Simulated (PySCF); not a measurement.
**Reading a saddle point**

A first-order saddle point of GaH5O3, closed shell, PBE0-D4/def2-TZVP, with one imaginary mode of 1248i cm⁻¹:

```
9
angstrom
Ga -0.1318 -0.4512 0.1659
O 0.2004 1.0000 -1.0860
O 1.2937 -1.2515 0.8646
O -1.5729 -1.4133 -0.2061
H -0.1227 1.4085 0.0929
H -0.4695 1.1573 1.0020
H 1.1033 1.1564 -1.3813
H 1.8981 -0.6583 1.3129
H -2.1986 -0.9480 -0.7650
```

Program: PySCF 2.14 with density fitting (its default auxiliary sets; JK sets also for MP2 and CCSD(T)). Basis: def2-TZVPP and def2-QZVPP. Cores are frozen in the correlated methods. Filled d shells of the heavier atoms are correlated. The def2 sets are not built for correlating such inner shells, so the correlated values are less sure here. Extrapolation: Hartree–Fock as exp(−7.88 √X), correlation as X^−2.97.

(1) Which contacts change along the imaginary mode, and what lies on either side? (Judge from chemistry; the calculation decides.)

(2) Which side is lower, and how far does the saddle lie above each? (Judge from chemistry; the value comes from the calculation.)

The T1 diagnostic stays at or below 0.014.

Answers

(1) The calculation gives: The step is GaH₃O₃ ([OH][Ga]([OH])[OH]) + H₂ → GaH₃O₂ ([OH][GaH][OH]) + H₂O (still joined by a long Ga–O bond), with the molecules in contact on both sides. Shortening one way: Ga1–H6, O2–H5; lengthening the same way: Ga1–O2, H5–H6.
```
  pair  one side (Å)  saddle (Å)  other side (Å)
Ga1–H6          2.74        1.84            1.57
 O2–H5          2.97        1.29            0.96
Ga1–O2          1.78        1.95            2.15
 H5–H6          0.75        1.00            3.03
```

(2) By the calculation: The side with Ga1–H6, O2–H5 short is lower by 25.3 kJ/mol; the saddle lies 136.3 kJ/mol above it and 111.0 kJ/mol above the other (CCSD(T) at an estimated basis limit (MP2 extrapolated from triple and quadruple zeta, plus CCSD(T) − MP2 in triple zeta); electronic energies).

Labels in which every atom is bracketed show which atoms are joined, not bond orders.

For scale, one of the runs: CCSD(T)/def2-TZVPP, 211 basis functions, launched by `OMP_NUM_THREADS=4 python run.py`. Hardware: 4 CPU threads of an Arm Neoverse V2, shared host. Wall time 14 min; peak host memory 4 GiB.
